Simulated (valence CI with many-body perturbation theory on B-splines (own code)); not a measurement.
# E1 line list for Sm12+

Computed by relativistic CI+MBPT: four valence electrons over a frozen Dirac-Fock core [Kr] 4d10, radial functions for each j: 8 s, 8 p, 9 d, 9 f, 6 g, 3 h, 2 i, with the one-electron correlation potential Σ1 (screened to all orders), the two-electron term Σ2, the three-electron term Σ3, Breit, model QED; selected single and double excitations, second order for the rest, scaled by the run's own slope (own B-spline code, finite nucleus).

No measured spectrum was set against this ion. As an estimate, terms of the open shell hold to a few per cent of their energy, and close levels can change places; configurations with another count of f electrons can be misplaced by thousands of cm⁻¹. Core correlation moves these levels by up to 34000 cm⁻¹, and in measured spectra 5 to 20 % of such shifts remained as error; rates that hang on mixing are uncertain with them.

Lines 151 to 200 of 218 in falling wavelength, among levels below 127990 cm⁻¹, chosen from the strongest by gf and those to the six lowest levels. Wavelengths and rates use the calculated energies, so an error of 2000 cm⁻¹ moves a line at 95.90 nm by 1.9 % and its rate by three times that or more. Electric multipoles are in the length gauge, E1 and E2 with the static RPA response of the core. Weak lines are less certain than strong ones. Lines between different terms over intervals too small for the method are left out, as are lines whose strength nearly cancels. Where a level lies close to another of its J and parity, the split of strength between their lines is uncertain. The highest levels of a list are the least certain.

Names give the largest LS component (configuration and term), which can be under half, so a name can repeat, a term be missing and a line seem to break the LS rules; names also repeat where a configuration has a term twice. Letters in brackets count levels of one name in rising energy.

| λ vac (nm) | Upper | Lower | A (s⁻¹) | S (a.u.) with core polarisation | S without |
| --- | --- | --- | --- | --- | --- |
| 95.90 | 4f3 5s 5D°_3 | 4f2 5s2 1G_4 | 7.45e+03 | 2.27e-05 | 2.72e-05 |
| 95.77 | 4f3 5s 3F°_3 | 4f2 5s2 3F_2 | 9.86e+01 | 2.99e-07 | 5.31e-07 |
| 95.69 | 4f3 5s 5G°_3 | 4f2 5s2 3H_4 | 3.06e+02 | 9.27e-07 | 1.43e-06 |
| 95.55 | 4f3 5s 3G°_5 [a] | 4f2 5s2 3H_6 | 7.12e+02 | 3.37e-06 | 4.60e-06 |
| 95.20 | 4f3 5s 3G°_4 [a] | 4f2 5s2 3H_5 | 2.11e+03 | 8.10e-06 | 1.01e-05 |
| 95.04 | 4f3 5s 3K°_6 | 4f2 5s2 3H_5 | 3.78e+01 | 2.08e-07 | 2.35e-07 |
| 94.89 | 4f3 5s 1H°_5 | 4f2 5s2 3H_5 | 2.08e+04 | 9.63e-05 | 1.17e-04 |
| 94.76 | 4f3 5s 3P°_2 | 4f2 5s2 3F_2 | 3.30e+02 | 6.93e-07 | 1.24e-06 |
| 94.70 | 4f3 5s 3D°_3 | 4f2 5s2 3F_4 | 2.15e+04 | 6.30e-05 | 7.26e-05 |
| 94.29 | 4f3 5s 3D°_3 | 4f2 5s2 3F_3 | 4.47e+02 | 1.29e-06 | 1.31e-06 |
| 94.14 | 4f3 5s 5G°_4 | 4f2 5s2 3H_4 | 2.79e+03 | 1.04e-05 | 1.14e-05 |
| 93.73 | 4f3 5s 3G°_5 [b] | 4f2 5s2 1G_4 | 1.53e+04 | 6.85e-05 | 8.02e-05 |
| 93.68 | 4f3 5s 3S°_1 [b] | 4f2 5s2 3F_2 | 7.90e+04 | 9.61e-05 | 1.17e-04 |
| 93.60 | 4f3 5s 5G°_6 | 4f2 5s2 3H_5 | 4.06e+02 | 2.13e-06 | 2.72e-06 |
| 93.29 | 4f3 5s 5D°_4 | 4f2 5s2 1G_4 | 7.07e+03 | 2.55e-05 | 3.35e-05 |
| 93.28 | 4f3 5s 1G°_4 | 4f2 5s2 3F_4 | 4.09e+04 | 1.47e-04 | 1.70e-04 |
| 93.04 | 4f3 5s 3G°_3 [a] | 4f2 5s2 3H_4 | 7.63e+02 | 2.12e-06 | 2.42e-06 |
| 93.00 | 4f3 5s 3G°_3 [b] | 4f2 5s2 3F_4 | 1.36e+03 | 3.79e-06 | 4.35e-06 |
| 92.87 | 4f3 5s 1G°_4 | 4f2 5s2 3F_3 | 4.33e+03 | 1.54e-05 | 1.84e-05 |
| 92.73 | 4f3 5s 3I°_5 [b] | 4f2 5s2 1G_4 | 2.78e+03 | 1.20e-05 | 1.38e-05 |
| 92.60 | 4f3 5s 3G°_3 [b] | 4f2 5s2 3F_3 | 1.68e+04 | 4.60e-05 | 5.67e-05 |
| 92.27 | 4f3 5s 3D°_2 | 4f2 5s2 3F_3 | 2.48e+04 | 4.80e-05 | 5.63e-05 |
| 92.10 | 4f3 5s 3F°_4 | 4f2 5s2 3H_5 | 8.83e+02 | 3.06e-06 | 3.51e-06 |
| 91.94 | 4f3 5s 5G°_5 | 4f2 5s2 3H_4 | 1.46e+03 | 6.14e-06 | 7.46e-06 |
| 91.55 | 4f3 5s 3D°_3 | 4f2 5s2 3F_2 | 2.73e+01 | 7.23e-08 | 1.00e-07 |
| 91.43 | 4f3 5s 3G°_5 [a] | 4f2 5s2 3H_5 | 2.29e+03 | 9.49e-06 | 1.12e-05 |
| 91.13 | 4f3 5s 3P°_1 | 4f2 5s2 3F_2 | 5.44e+04 | 6.10e-05 | 7.22e-05 |
| 91.12 | 4f3 5s 3G°_4 [a] | 4f2 5s2 3H_4 | 1.03e+04 | 3.45e-05 | 4.11e-05 |
| 90.95 | 4f3 5s 1K°_7 | 4f2 5s2 3H_6 | 1.91e+03 | 1.06e-05 | 1.27e-05 |
| 90.84 | 4f3 5s 1H°_5 | 4f2 5s2 3H_4 | 7.27e+03 | 2.96e-05 | 3.43e-05 |
| 90.48 | 4f3 5s 5D°_2 | 4f2 5s2 3F_3 | 3.90e+04 | 7.14e-05 | 8.66e-05 |
| 90.46 | 4f3 5s 5D°_3 | 4f2 5s2 3F_4 | 1.17e+04 | 2.99e-05 | 3.55e-05 |
| 90.31 | 4f3 5s 3G°_4 [b] | 4f2 5s2 3F_4 | 2.02e+04 | 6.60e-05 | 7.88e-05 |
| 90.08 | 4f3 5s 5D°_3 | 4f2 5s2 3F_3 | 2.08e+04 | 5.25e-05 | 6.76e-05 |
| 89.95 | 4f3 5s 3G°_3 [b] | 4f2 5s2 3F_2 | 7.06e+04 | 1.78e-04 | 2.12e-04 |
| 89.93 | 4f3 5s 3G°_4 [b] | 4f2 5s2 3F_3 | 3.32e+04 | 1.07e-04 | 1.26e-04 |
| 89.64 | 4f3 5s 3D°_2 | 4f2 5s2 3F_2 | 3.41e-01 | 6.06e-10 | 2.30e-09 |
| 88.53 | 4f3 5s 3G°_5 [b] | 4f2 5s2 3F_4 | 1.67e+03 | 6.31e-06 | 6.94e-06 |
| 88.45 | 4f3 5s 3F°_3 | 4f2 5s2 3H_4 | 7.56e+01 | 1.81e-07 | 2.02e-07 |
| 88.27 | 4f3 5s 3F°_4 | 4f2 5s2 3H_4 | 2.69e+03 | 8.21e-06 | 9.68e-06 |
| 88.14 | 4f3 5s 5D°_4 | 4f2 5s2 3F_4 | 1.02e+04 | 3.09e-05 | 4.07e-05 |
| 87.95 | 4f3 5s 5D°_2 | 4f2 5s2 3F_2 | 1.43e+04 | 2.40e-05 | 3.05e-05 |
| 87.78 | 4f3 5s 5D°_4 | 4f2 5s2 3F_3 | 2.53e+03 | 7.59e-06 | 9.60e-06 |
| 87.67 | 4f3 5s 5D°_1 | 4f2 5s2 3F_2 | 3.13e+04 | 3.12e-05 | 3.83e-05 |
| 87.66 | 4f3 5s 3G°_5 [a] | 4f2 5s2 3H_4 | 3.68e+01 | 1.34e-07 | 3.44e-07 |
| 87.64 | 4f3 5s 3I°_5 [b] | 4f2 5s2 3F_4 | 1.54e+04 | 5.65e-05 | 6.56e-05 |
| 87.58 | 4f3 5s 1D°_2 | 4f2 5s2 3F_3 | 7.94e+03 | 1.32e-05 | 1.43e-05 |
| 87.58 | 4f3 5s 5D°_3 | 4f2 5s2 3F_2 | 3.42e+03 | 7.93e-06 | 1.01e-05 |
| 87.12 | 4f3 5s 1G°_4 | 4f2 5s2 3H_5 | 5.79e+03 | 1.70e-05 | 2.00e-05 |
| 86.35 | 4f3 5s 3G°_5 [b] | 4f2 5s2 3H_6 | 4.80e+04 | 1.68e-04 | 2.02e-04 |
